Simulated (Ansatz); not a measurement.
Steps of a relaxation of C2H10AsGa (`[CH3][GaH-]([CH3])[AsH3+]`) with RKS PBE0-D4/def2-TZVP.

```sh
$ ansatz run in.yaml --threads 4 --pin off --events-out ev --progress --plain --max-ram 11315MiB
```

```yaml
crystal:
  periodic: [false, false, false]
  atoms:
    - {symbol: C, position_ang: [-1.223078, 1.205635, -1.112695]}
    - {symbol: Ga, position_ang: [-0.328521, 0.646800, 0.586039]}
    - {symbol: C, position_ang: [1.632053, 0.975142, 0.795801]}
    - {symbol: As, position_ang: [-0.204732, -2.043494, 0.045349]}
    - {symbol: H, position_ang: [-0.596194, 0.996526, -2.003384]}
    - {symbol: H, position_ang: [-1.391228, 2.303416, -1.079681]}
    - {symbol: H, position_ang: [-2.212744, 0.726498, -1.253211]}
    - {symbol: H, position_ang: [-1.219151, 0.436803, 1.891174]}
    - {symbol: H, position_ang: [1.785871, 2.046967, 1.044950]}
    - {symbol: H, position_ang: [2.080995, 0.380017, 1.616223]}
    - {symbol: H, position_ang: [2.192104, 0.772363, -0.139682]}
    - {symbol: H, position_ang: [-0.878368, -3.076450, 0.949808]}
    - {symbol: H, position_ang: [1.125877, -2.792636, -0.054193]}
    - {symbol: H, position_ang: [-0.776084, -2.606788, -1.257898]}
basis:
  gaussian: {orbitals: def2-TZVP}
hamiltonian: {xc: pbe0, dispersion: d4}
relax: {f_tol: 0.005, max_steps: 150}
```

Positions (Å) and forces (eV/Å) along the path, 7 of 7 steps:

```xyz
14
step=1 energy=-115440.1449 eV
C    -1.223    1.206   -1.113   -0.158    0.151   -0.283
Ga   -0.329    0.647    0.586    0.028    0.031   -0.041
C     1.632    0.975    0.796    0.338    0.111    0.049
As   -0.205   -2.043    0.045    0.016   -0.557   -0.126
H    -0.596    0.997   -2.003   -0.307    0.093    0.423
H    -1.391    2.303   -1.080    0.071   -0.515   -0.030
H    -2.213    0.726   -1.253    0.479    0.223    0.062
H    -1.219    0.437    1.891    0.076    0.028   -0.109
H     1.786    2.047    1.045   -0.055   -0.505   -0.115
H     2.081    0.380    1.616   -0.213    0.280   -0.403
H     2.192    0.772   -0.140   -0.262    0.088    0.452
H    -0.878   -3.076    0.950    0.134    0.242   -0.171
H     1.126   -2.793   -0.054   -0.259    0.184    0.027
H    -0.776   -2.607   -1.258    0.113    0.146    0.265
14
step=2 energy=-115440.1822 eV
C    -1.219    1.199   -1.106   -0.057    0.059   -0.101
Ga   -0.328    0.644    0.584    0.023    0.013   -0.036
C     1.624    0.969    0.794    0.122    0.042    0.019
As   -0.201   -2.041    0.038   -0.003   -0.053   -0.007
H    -0.601    0.986   -1.987   -0.079    0.023    0.119
H    -1.389    2.285   -1.084    0.026   -0.154    0.003
H    -2.196    0.721   -1.243    0.130    0.057    0.022
H    -1.214    0.444    1.884    0.007    0.001   -0.010
H     1.787    2.028    1.040   -0.030   -0.150   -0.034
H     2.065    0.377    1.605   -0.063    0.073   -0.107
H     2.177    0.762   -0.130   -0.078    0.022    0.120
H    -0.872   -3.050    0.945    0.028    0.030   -0.037
H     1.125   -2.767   -0.056   -0.048    0.023    0.002
H    -0.771   -2.585   -1.255    0.022    0.013    0.046
14
step=3 energy=-115440.1846 eV
C    -1.218    1.198   -1.107   -0.003    0.004   -0.007
Ga   -0.326    0.644    0.580    0.001    0.001   -0.001
C     1.623    0.966    0.792    0.009    0.003    0.001
As   -0.202   -2.033    0.041   -0.002   -0.019   -0.006
H    -0.601    0.989   -1.984    0.004   -0.003   -0.002
H    -1.391    2.278   -1.081    0.000    0.005    0.003
H    -2.189    0.718   -1.242   -0.002   -0.004    0.004
H    -1.211    0.444    1.878   -0.004    0.005    0.007
H     1.785    2.019    1.043   -0.001    0.005    0.002
H     2.059    0.370    1.597   -0.003   -0.004    0.003
H     2.174    0.763   -0.129   -0.001   -0.002   -0.005
H    -0.868   -3.045    0.943   -0.006    0.001    0.011
H     1.121   -2.759   -0.054    0.014    0.005    0.000
H    -0.768   -2.580   -1.249   -0.005    0.003   -0.011
14
step=4 energy=-115440.1847 eV
C    -1.219    1.198   -1.107    0.000   -0.001   -0.002
Ga   -0.326    0.645    0.580   -0.001    0.002   -0.001
C     1.623    0.966    0.793    0.002   -0.003   -0.001
As   -0.201   -2.037    0.039   -0.003    0.009    0.002
H    -0.601    0.988   -1.984    0.002   -0.001   -0.002
H    -1.392    2.279   -1.081    0.000    0.004    0.002
H    -2.190    0.717   -1.241   -0.003   -0.002    0.000
H    -1.212    0.449    1.879   -0.001   -0.001    0.001
H     1.786    2.019    1.043   -0.001    0.003    0.001
H     2.058    0.370    1.598    0.001   -0.003    0.003
H     2.173    0.762   -0.129    0.001   -0.001   -0.003
H    -0.868   -3.046    0.945    0.003   -0.003   -0.003
H     1.124   -2.758   -0.055   -0.002    0.000    0.000
H    -0.768   -2.582   -1.252    0.001   -0.003    0.002
14
step=5 energy=-115440.1848 eV
C    -1.219    1.200   -1.108    0.001    0.002   -0.001
Ga   -0.327    0.647    0.579   -0.001   -0.006    0.000
C     1.623    0.963    0.792    0.000    0.001    0.000
As   -0.202   -2.036    0.040   -0.001    0.003    0.001
H    -0.602    0.991   -1.985    0.000    0.000    0.000
H    -1.393    2.280   -1.082   -0.001    0.001   -0.001
H    -2.190    0.718   -1.242    0.000    0.000    0.001
H    -1.213    0.452    1.879    0.000    0.001   -0.001
H     1.787    2.015    1.045    0.001    0.000    0.001
H     2.056    0.365    1.597   -0.001    0.000    0.000
H     2.173    0.760   -0.129    0.000    0.000    0.000
H    -0.863   -3.048    0.947    0.000   -0.001    0.000
H     1.126   -2.752   -0.055    0.002    0.001   -0.001
H    -0.768   -2.586   -1.250    0.000   -0.001    0.000
14
step=6 energy=-115440.1848 eV
C    -1.220    1.203   -1.109    0.002   -0.001    0.001
Ga   -0.329    0.648    0.578    0.000   -0.004    0.002
C     1.622    0.960    0.792   -0.003    0.002    0.000
As   -0.202   -2.035    0.042   -0.001   -0.001   -0.002
H    -0.602    0.995   -1.986   -0.001    0.001    0.000
H    -1.395    2.283   -1.082    0.000   -0.001   -0.001
H    -2.191    0.720   -1.244    0.001    0.001    0.000
H    -1.215    0.455    1.878    0.000    0.001   -0.001
H     1.788    2.011    1.047    0.002   -0.002    0.000
H     2.053    0.359    1.595    0.000    0.001   -0.001
H     2.172    0.757   -0.130    0.000    0.000    0.001
H    -0.857   -3.050    0.949    0.000    0.001    0.002
H     1.129   -2.745   -0.054    0.001    0.001    0.000
H    -0.767   -2.590   -1.247    0.000    0.001   -0.001
14
step=7 energy=-115440.1848 eV
C    -1.221    1.204   -1.110    0.001    0.001    0.003
Ga   -0.330    0.649    0.578    0.000   -0.003   -0.001
C     1.621    0.957    0.792   -0.004    0.002    0.001
As   -0.203   -2.033    0.041    0.001   -0.003    0.000
H    -0.602    0.995   -1.986    0.000    0.000    0.000
H    -1.395    2.284   -1.083    0.000    0.000   -0.002
H    -2.191    0.721   -1.245    0.000    0.001   -0.001
H    -1.217    0.458    1.877    0.000    0.001   -0.001
H     1.790    2.008    1.048    0.001   -0.001    0.000
H     2.051    0.354    1.595    0.001    0.000    0.000
H     2.171    0.754   -0.130    0.000    0.000    0.000
H    -0.851   -3.050    0.952    0.000    0.001    0.001
H     1.131   -2.738   -0.056    0.000    0.001    0.000
H    -0.767   -2.592   -1.245   -0.001    0.001    0.000
```

It took 46 s on 4 threads of an Arm Neoverse V2 on a shared host, with 0.77 GiB of host memory at the peak.
